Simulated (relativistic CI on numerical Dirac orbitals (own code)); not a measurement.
**Ba XL: sensitivity of the levels to the model**

Base calculation: Dirac-Coulomb-Breit CI, separate exchange-only KLI orbitals for each configuration, QED by a radiative potential, unscaled Slater integrals.

Configurations in the expansion (outside the closed core [Ne]): 3s2.3p5, 3s.3p6, 3s2.3p4.3d, 3s.3p5.3d, 3p6.3d, 3s.3p4.3d2, 3s2.3p3.3d.4p, 3p6.4s, 3s.3p4.3d.4s, 3s2.3p4.4s, 3p6.4p, 3s2.3p4.4p, 3s2.3p3.3d2, 3s2.3p2.3d3, 3s.3p3.3d3, 3s2.3p2.3d2.4s, 3s2.3p2.3d2.4p. Double excitations out of closed p, d and f shells are left out; levels of such configurations are missing from the list, as are those of other unlisted configurations, and high levels can miss mixing partners.

The lowest level and the first level of each name with at least 55 % of one term (blank where a level has no safe partner in the second run):

```
            Level  Base (cm⁻¹)  Shift (cm⁻¹)
  3s2.3p5 2P°_3/2            0             0
  3s2.3p5 2P°_1/2       742643           +18
3s2.3p4.3d 2D_3/2      1478288         +3127
3s2.3p4.3d 4F_9/2      1519231         +3115
3s2.3p4.3d 4D_1/2      1998851         +3126
3s2.3p4.3d 2G_7/2      2128431         +3127
3s2.3p4.3d 2G_9/2      2287278         +3128
```

At this charge energies of transitions that change n are usually good to better than 1 %, and those within a shell (Δn = 0) to a few per cent.

One thing was changed in a second run, which moved the levels as shown. Which?
A. P86 correlation estimate
B. configuration mixing switched off
C. one mean potential for all configurations
D. Breit term removed
E. non-relativistic limit
F. QED terms removed

A. P86 correlation estimate. A correlation estimate moves all levels of a configuration together before mixing; mixed levels move by a weighted share.

LS names give the leading component of a level, which can be under half, so a name can repeat, a term be missing and a line seem to break the LS rules.
